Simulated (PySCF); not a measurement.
# Working out the excitation energy of Cl+

Cl+ [Ne] 3s2 3p4 (3P) → Cl+ [Ne] 3s1 3p5 (3P). Calculation: PySCF 2.14, in x2c-TZVPPall; scalar relativity by spin-free X2C-1e. Frozen: 1s2. Energies in hartree (1 hartree = 27.21139 eV):

```json
{"part": "UHF", "Cl+ (lower)": "-460.455676", "Cl+ (upper)": "-459.923717"}
{"part": "MP2 opposite-spin", "Cl+ (lower)": "-0.207687", "Cl+ (upper)": "-0.253128"}
{"part": "MP2 same-spin", "Cl+ (lower)": "-0.079708", "Cl+ (upper)": "-0.084743"}
```

Question: What does Hartree-Fock give?

Answer: (-459.923717) − (-460.455676) = 0.531959 hartree = 14.475 eV.

Question: What do MP2 and SCS-MP2 (6/5 opposite-spin, 1/3 same-spin) give?

Answer: The opposite-spin parts differ by -1.237 eV and the same-spin parts by -0.137 eV. MP2: 14.475 + (-1.237) + (-0.137) = 13.101 eV. SCS-MP2: 14.475 + 1.2 × (-1.237) + (-0.137)/3 = 12.945 eV.

Measured between the centres of the two terms (NIST): 11.573 eV, so MP2 (valence and next inner shell) is off by 1.528 eV.

What remains against the reference includes basis incompleteness, the frozen core and correlation beyond second order.
